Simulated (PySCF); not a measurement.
# Working out the excitation energy of B

B [He] 2s2 2p1 (2P) → B [He] 2s2 3s1 (2S). All numbers are calculated (PySCF 2.14, scalar relativity by spin-free X2C-1e, in aug-cc-pVDZ-DK). Frozen: 1s2. Energies in hartree (1 hartree = 27.21139 eV):

| part | B (lower) | B (upper) |
| --- | --- | --- |
| UHF | -24.537302 | -24.349789 |
| CCSD correlation | -0.059615 | -0.066840 |
| (T) | -0.000908 | -0.000638 |

Q: What does Hartree-Fock give?

A: (-24.349789) − (-24.537302) = 0.187513 hartree = 5.102 eV.

Q: What do CCSD and CCSD(T) give?

A: The CCSD correlation energies differ by -0.007225 hartree = -0.197 eV and the triples by 0.000270 hartree = 0.007 eV, so CCSD gives 4.905 eV and CCSD(T) 4.912 eV.

Measured between the centres of the two terms (NIST): 4.963 eV, so CCSD(T) (valence) is off by -0.051 eV.

A double-zeta basis recovers only part of the correlation energy.

What remains against the reference includes basis incompleteness, the frozen core and higher excitations.
